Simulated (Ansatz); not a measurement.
Basis-set extrapolation for C2H6MgO (`C[CH2][Mg][OH]`) (PBE0-D4/def2-TZVP geometry, frozen core, the Gaussian-basis code of Ansatz). Multiplicity 1, RHF reference. For Mg the program correlates outer-core shells too, which these sets cover unevenly, so the extrapolated numbers aren't a true limit.

```csv
,def2-TZVPP,def2-QZVPP
HF,-353.790205,-353.807004
MP2 correlation,-0.808745,-0.893347
CCSD(T) correlation,-0.867082,not run
```

Energies in hartree. Use E(X) = E(∞) + A·exp(−7.88·√X) for Hartree–Fock and E(X) = E(∞) + B·X^(−2.97) for correlation, with X = 3 and 4, and add CCSD(T) minus MP2 of the smaller set to the MP2 limit.

What is the CCSD(T) energy at the basis-set limit?

HF limit: -353.807004 + (-0.016799) × 0.13774 = -353.80932. MP2 limit: -0.893347 + (-0.084602) × 0.74074 = -0.95602. Higher-order term: -0.867082 − (-0.808745) = -0.05834. Total: -354.82368 hartree, 436.9 kJ/mol below CCSD(T)/def2-TZVPP.
